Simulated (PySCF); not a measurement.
# Basis-set dependence of SnN⁺ at CCSD

PySCF, ROHF reference; triplet, unpaired electrons π ↑↑; De to Sn⁺ + N without counterpoise correction. Frozen cores follow the default of each basis and core potential.

```json
{"basis": "cc-pVDZ-PP/cc-pVDZ", "relativity": "scalar-relativistic core potentials", "functions": "37", "Re (Å)": "2.166", "ωe (cm⁻¹)": "492", "De (eV)": "0.88", "frozen orbitals": "5"}
{"basis": "def2-SVP", "relativity": "scalar-relativistic core potentials", "functions": "40", "Re (Å)": "2.162", "ωe (cm⁻¹)": "497", "De (eV)": "0.87", "frozen orbitals": "5"}
{"basis": "def2-TZVPPD", "relativity": "scalar-relativistic core potentials", "functions": "93", "Re (Å)": "2.109", "ωe (cm⁻¹)": "548", "De (eV)": "1.28", "frozen orbitals": "5"}
```

(1) How does each smaller set differ from the one with most functions, def2-TZVPPD?

Correlated steps freeze 5 core orbitals. Correlated levels converge slowly with the basis: in double zeta they bind strong bonds too weakly, by up to about 1 eV, and carry superposition errors of some tenths. Spin–orbit coupling is left out, which matters for elements this heavy, above all for dissociation energies. For an ion De counts to the pair picked by the measured ionisation energies or electron affinities, which need not be the lowest pair at this level. The state is the lowest determinant that a PBE0 search found; another state may lie lower at other levels.

## Answers

(1) cc-pVDZ-PP/cc-pVDZ: +5.7 pm, -10.2 % in ωe, -0.40 eV in De; def2-SVP: +5.3 pm, -9.3 % in ωe, -0.41 eV in De. All at CCSD; the set with most functions is neither the basis-set limit nor always the best.
